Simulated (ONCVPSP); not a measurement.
**u(r) = r·R(r): atom against pseudo-atom (H)**

Columns: radius, all-electron u(r) and pseudo u(r) of the 1s shell (level -6.49 eV) of hydrogen in the configuration 1s1; PBE, scalar-relativistic, ONCV scheme, ONCVPSP 4.0.1.

```
r (bohr)  all-electron  pseudo
   0.078        0.1384  0.1175
   0.155        0.2543  0.2286
   0.232        0.3518  0.3306
   0.310        0.4341  0.4214
   0.388        0.5020  0.4979
   0.465        0.5565  0.5589
   0.542        0.6002  0.6065
   0.620        0.6349  0.6424
   0.698        0.6612  0.6682
   0.775        0.6801  0.6856
   0.852        0.6929  0.6966
   0.930        0.7006  0.7027
   1.008        0.7036  0.7046
   1.085        0.7027  0.7031
   1.162        0.6985  0.6986
   1.240        0.6914  0.6915
   1.318        0.6820  0.6820
   1.395        0.6707  0.6707
   1.472        0.6578  0.6578
   1.550        0.6435  0.6435
   1.628        0.6280  0.6280
   1.705        0.6119  0.6119
   1.782        0.5952  0.5952
   1.860        0.5779  0.5779
   1.938        0.5602  0.5602
   2.015        0.5425  0.5425
```

**Question.** How many radial nodes do the two functions have?

**Answer.** The all-electron 1s function has n − l − 1 = 0; the pseudo-wave has 0.

**Question.** At about which radius was the pseudo-wave matched?

**Answer.** 1.40 bohr. The columns agree to 0.0005 from 1.08 bohr on; several derivatives are matched, so the curves merge somewhat inside the radius.

**Question.** Where does each function peak?

**Answer.** Outermost all-electron maximum near 1.01 bohr, pseudo maximum near 1.01 bohr (to the table’s step).

**Question.** Is the pseudo-wave norm-conserving?

**Answer.** Yes: the ONCV scheme keeps the norm inside the radius equal to the all-electron one, which fixes the energy derivative of the logarithmic derivative at the level.
